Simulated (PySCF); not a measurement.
## Two-component Hartree-Fock for Cd²⁺ (cadmium, charge +2)

Start: [Kr] 4d9 5p1; 4d3/2 filled at m_j = -3/2, -1/2, +1/2, +3/2; 4d5/2 filled at m_j = -3/2, -1/2, +1/2, +3/2, +5/2; 5p3/2 filled at m_j = +3/2. Calculated with PySCF 2.14 in x2c-TZVPall-2c (8s9p7d1f, 77 functions): generalised Hartree-Fock with the X2C-1e Hamiltonian and a Gaussian nucleus; one run each with spin-orbit coupling (SO) switched off, then screened by Boettger's factors. This is a chosen level, not necessarily the ground level.

| spinor shell | electrons | ε, spin-free (eV) | ε, screened SO (eV) | weight of nominal j (screened SO) | rms radius, screened SO (bohr) |
| --- | --- | --- | --- | --- | --- |
| 1s1/2 | 2 | -26872.4 | -26870.2 | 1.000 | 0.0348 |
| 2s1/2 | 2 | -4100.3 | -4099.7 | 1.000 | 0.142 |
| 2p1/2 | 2 | -3674.8 | -3808.2 | 1.000 | 0.124 |
| 2p3/2 | 4 | -3674.8 | -3613.5 | 1.000 | 0.128 |
| 3s1/2 | 2 | -823.64 | -823.50 | 1.000 | 0.381 |
| 3p1/2 | 2 | -680.63 | -705.28 | 1.000 | 0.375 |
| 3p3/2 | 4 | -680.63 | -669.27 | 1.000 | 0.386 |
| 3d3/2 | 4 | -457.31 | -461.74 | 0.999 | 0.362 |
| 3d5/2 | 6 | -457.31 | -454.24 | 0.999 | 0.365 |
| 4s1/2 | 2 | -154.48 | -154.48 | 1.000 | 0.938 |
| 4p1/2 | 2 | -109.94 | -114.99 | 0.989 | 1.00 |
| 4p3/2 | 4 | -109.94 | -107.63 | 0.994 | 1.03 |
| 4d3/2 | 4 | -44.517 | -45.278 | 0.910 | 1.29 |
| 4d5/2 | 5 | -44.517 | -44.031 | 0.928 | 1.31 |
| 5p3/2 | 1 | -19.530 | -19.379 | 1.000 | 3.19 |

```
   quantity    spin-free  screened SO
E (hartree)  -5589.32418  -5590.45442
        M_J            4            4
       ⟨J²⟩       20.009       20.009
       ⟨L²⟩       12.007       12.022
       ⟨S²⟩        2.002        2.017
```

Each row is a mean over spinors that exchange with the open shell spreads, by up to 6.250 eV (4p3/2).

Breit and QED terms are absent; they matter most for the inner s and p1/2 levels.

Densities and radii are taken from the X2C orbitals without a picture-change correction, which distorts them close to the nucleus.

Without spin-orbit coupling the j labels of p, d and f shells carry no meaning; the spin-free column gives the mean over the occupied spinors of each nl shell.
